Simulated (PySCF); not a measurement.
Stretching KO

Set-up: PySCF, spin-free X2C with a Gaussian nucleus, basis sets K x2c-TZVPall, O x2c-TZVPall. Energies in eV from K + O in their ground configurations at the same level. State: ²Π (doublet), unpaired electrons π ↑.

All columns are PBE0. A positive dipole means K(−)O(+).

| R (Å) | E (eV) | μ (D) | Mulliken charge on K (basis-dependent) | HOMO (eV) | LUMO (eV) | Mayer bond order | ⟨S²⟩ |
| --- | --- | --- | --- | --- | --- | --- | --- |
| 2.012 | -2.095 | -7.25 | 0.68 | -4.72 | -0.93 | 0.56 | 0.75 |
| 2.106 | -2.384 | -7.74 | 0.70 | -4.68 | -1.01 | 0.55 | 0.75 |
| 2.200 | -2.542 | -8.20 | 0.71 | -4.61 | -1.08 | 0.54 | 0.75 |
| 2.270 | -2.596 | -8.52 | 0.71 | -4.52 | -1.14 | 0.53 | 0.75 |
| 2.340 | -2.610 | -8.83 | 0.72 | -4.40 | -1.20 | 0.52 | 0.76 |
| 2.410 | -2.593 | -9.12 | 0.72 | -4.30 | -1.26 | 0.52 | 0.76 |
| 2.504 | -2.535 | -9.50 | 0.73 | -4.16 | -1.33 | 0.51 | 0.76 |
| 2.621 | -2.424 | -9.95 | 0.73 | -4.02 | -1.42 | 0.51 | 0.76 |
| 2.761 | -2.259 | -10.45 | 0.72 | -3.88 | -1.53 | 0.52 | 0.76 |
| 2.948 | -2.017 | -11.01 | 0.71 | -3.75 | -1.66 | 0.53 | 0.78 |

A fit through these points gives, at Re = 2.333 Å, μ = -8.80 D and dμ/dR = -4.31 D/Å; the reduced mass is 11.34 u.

Q: How strong is the fundamental in the double-harmonic approximation, I = 42.26·(dμ/dR)²/μred km/mol?

A: I = 42.26·(-4.31)²/11.34 = 69.2 km/mol at PBE0.

The state is the lowest determinant that a PBE0 search found; another state may lie lower at other levels.
